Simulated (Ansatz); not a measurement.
Input for Ansatz (an electronic-structure program): R-CCSD(T)/aug-cc-pVDZ on CH4N2 (a complex).

Ansatz 0.2 input:
```yaml
crystal:
  periodic: [false, false, false]
  atoms:
    - {symbol: C, position_ang: [0.02467954, -0.04913245, -0.08080792]}
    - {symbol: H, position_ang: [0.96421579, 0.39517783, 0.24492148]}
    - {symbol: H, position_ang: [-0.07877942, -1.04060640, 0.35789737]}
    - {symbol: H, position_ang: [-0.80434320, 0.57914786, 0.24195607]}
    - {symbol: H, position_ang: [0.01840399, -0.12948199, -1.16684915]}
    - {symbol: N, position_ang: [0.07010708, -0.40642326, 3.51923258]}
    - {symbol: N, position_ang: [-0.19425295, 0.65123463, 3.48366871]}
basis:
  gaussian:
    orbitals: aug-cc-pVDZ
magnetization: {spin_polarized: false}
correlation: {method: ccsd_t, electrons: outside_noble_gas}
scf: {lower_state_search: off}
```

Q: Predict the final total energy.

A: -149.6895 hartree (reference determinant -149.1606, T1 diagnostic 0.011).

Q: How many basis functions does it have, and what does it roughly cost on one machine?

A: 105 functions; very roughly 7 core-seconds.
